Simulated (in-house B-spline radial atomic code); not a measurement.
## Ionising the strontium ion Sr⁺ with different functionals

Computed with a radial B-spline atomic code at the basis-set limit: scalar-relativistic (spin-free X2C) Hamiltonian, Fermi nucleus of rms radius 4.224 fm, spin-polarised at highest spin, spherical fractional occupations for the functionals, the average over the highest-spin determinants for Hartree-Fock. The ionisation energy is the difference of two self-consistent energies, [Kr] 5s1 → [Ar] 3d10 4s2 4p6, without Breit or QED terms; ε is the level of the shell that loses the electron (its least bound occupied spin orbital). There is no spin-orbit coupling in this Hamiltonian.

```json
{"method": "Hartree-Fock", "rung": "Hartree-Fock", "ΔSCF (eV)": "10.45", "-ε(5s) (eV)": "10.48"}
{"method": "HF fractional", "rung": "Hartree-Fock", "ΔSCF (eV)": "10.45", "-ε(5s) (eV)": "10.48"}
{"method": "LDA VWN5", "rung": "LDA", "ΔSCF (eV)": "11.36", "-ε(5s) (eV)": "8.87"}
{"method": "LDA PW92", "rung": "LDA", "ΔSCF (eV)": "11.36", "-ε(5s) (eV)": "8.87"}
{"method": "LDA exchange-only", "rung": "LDA", "ΔSCF (eV)": "10.71", "-ε(5s) (eV)": "8.27"}
{"method": "PBE", "rung": "GGA", "ΔSCF (eV)": "?", "-ε(5s) (eV)": "?"}
{"method": "PBEsol", "rung": "GGA", "ΔSCF (eV)": "11.12", "-ε(5s) (eV)": "8.71"}
{"method": "BLYP", "rung": "GGA", "ΔSCF (eV)": "11.25", "-ε(5s) (eV)": "8.61"}
{"method": "RPBE", "rung": "GGA", "ΔSCF (eV)": "11.12", "-ε(5s) (eV)": "8.60"}
{"method": "PW91", "rung": "GGA", "ΔSCF (eV)": "11.23", "-ε(5s) (eV)": "8.73"}
{"method": "BP86", "rung": "GGA", "ΔSCF (eV)": "11.24", "-ε(5s) (eV)": "8.86"}
{"method": "AM05", "rung": "GGA", "ΔSCF (eV)": "11.10", "-ε(5s) (eV)": "8.70"}
{"method": "OLYP", "rung": "GGA", "ΔSCF (eV)": "10.98", "-ε(5s) (eV)": "8.41"}
{"method": "TPSS", "rung": "meta-GGA", "ΔSCF (eV)": "10.90", "-ε(5s) (eV)": "8.55"}
{"method": "SCAN", "rung": "meta-GGA", "ΔSCF (eV)": "?", "-ε(5s) (eV)": "?"}
{"method": "r2SCAN", "rung": "meta-GGA", "ΔSCF (eV)": "10.87", "-ε(5s) (eV)": "8.76"}
{"method": "revTPSS", "rung": "meta-GGA", "ΔSCF (eV)": "10.82", "-ε(5s) (eV)": "8.56"}
{"method": "PBE0", "rung": "global hybrid", "ΔSCF (eV)": "11.06", "-ε(5s) (eV)": "9.23"}
{"method": "B3LYP", "rung": "global hybrid", "ΔSCF (eV)": "11.28", "-ε(5s) (eV)": "9.20"}
{"method": "TPSSh", "rung": "global hybrid", "ΔSCF (eV)": "10.87", "-ε(5s) (eV)": "8.78"}
{"method": "BHandHLYP", "rung": "global hybrid", "ΔSCF (eV)": "11.05", "-ε(5s) (eV)": "9.72"}
{"method": "r2SCAN0", "rung": "global hybrid", "ΔSCF (eV)": "10.90", "-ε(5s) (eV)": "9.31"}
{"method": "B97-1", "rung": "global hybrid", "ΔSCF (eV)": "10.83", "-ε(5s) (eV)": "8.91"}
{"method": "HSE06", "rung": "range-separated hybrid", "ΔSCF (eV)": "11.09", "-ε(5s) (eV)": "8.92"}
{"method": "wB97X", "rung": "range-separated hybrid", "ΔSCF (eV)": "10.64", "-ε(5s) (eV)": "10.64"}
{"method": "CAM-B3LYP", "rung": "range-separated hybrid", "ΔSCF (eV)": "11.21", "-ε(5s) (eV)": "10.19"}
{"method": "LC-wPBE", "rung": "range-separated hybrid", "ΔSCF (eV)": "10.85", "-ε(5s) (eV)": "10.94"}
```

(1) What does SCAN give?

(2) What does PBE give?

(3) Among the functionals, which spreads more, the ΔSCF values or the orbital energies?

(4) How do they compare with the NIST value?

Answers

(1) ΔSCF 10.90 eV, and -ε(5s) = 8.78 eV.

(2) ΔSCF 11.19 eV, and -ε(5s) = 8.67 eV.

(3) The orbital energies: ΔSCF values span about 0.72 eV and the orbital energies 2.67 eV.

(4) NIST lists 11.030 eV (measured, ground level to ground level). Errors run from -0.58 to +0.33 eV; BHandHLYP is closest (+0.02 eV), but part of that can be cancellation, since the calculations leave out Breit-QED terms. Hartree-Fock also lacks correlation.
